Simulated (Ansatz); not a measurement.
`C=NB(F)Br` + H–F → `FB(F)Br` + `C=N` at 700 K and 1 bar (ligand exchange at a B–N bond).

Calculated with Ansatz (gas phase, PBE0-D4/def2-TZVP geometries, no zero-point term in ΔE). CBS: MP2 limit from def2 TZ/QZ plus the TZ coupled-cluster correction, frozen cores. This one scheme is used for every species. For Br outer-core shells are correlated without core-valence functions, which leaves a few kJ/mol of doubt a bond. Scalar relativity is left out up to krypton. Each species was taken in one conformer, which may not be the lowest.

| species | CCSD(T)/CBS energy (Eh) | H − E (kJ/mol) | S (J/(mol·K)) |
| --- | --- | --- | --- |
| `C=NB(F)Br` | -2791.95772 | 159.2 | 414.7 |
| H–F | -100.39570 | 45.2 | 198.5 |
| `FB(F)Br` | -2797.85348 | 66.7 | 343.1 |
| `C=N` | -94.52360 | 135.6 | 268.6 |

H − E and S are ideal-gas, rigid-rotor, harmonic terms from PBE0-D4/def2-TZVP, for one conformer and one mirror image of each species. 1 Eh = 2625.50 kJ/mol, R = 8.31446 J/(mol·K).

Problem. By hand: ΔE, ΔH, ΔS and ΔG.

Solution. ΔE = (-2797.85348) + (-94.52360) − (-2791.95772) − (-100.39570) = -0.02366 Eh = -62.1 kJ/mol. Δ(H − E) = 66.7 + 135.6 − 159.2 − 45.2 = -2.1, so ΔH = -64.2 kJ/mol. ΔS = 343.1 + 268.6 − 414.7 − 198.5 = -1.5 J/(mol·K). ΔG = -64.2 − 700 × (-1.5)/1000 = -63.2 kJ/mol.

Problem. By hand: the equilibrium constant, and the temperature at which ΔG would vanish if ΔH and ΔS stayed fixed.

Solution. log₁₀ K = −ΔG/(RT ln 10) = 4.7. ΔG = 0 at ΔH/ΔS = 42800 K, far beyond where these terms or the molecules hold.

The number of gas molecules stays the same, so ΔS is small and ΔH decides. A doubt of 5 kJ/mol in ΔE shifts log₁₀ K by 0.4 here. Other conformers and mirror images would add mixing entropy, several J/(mol·K) or more a flexible species. These are equilibria of isolated gas molecules and say nothing of rates. Largest T1 diagnostic: 0.012 (customary marks: 0.02 for closed shells, 0.045 for open ones).
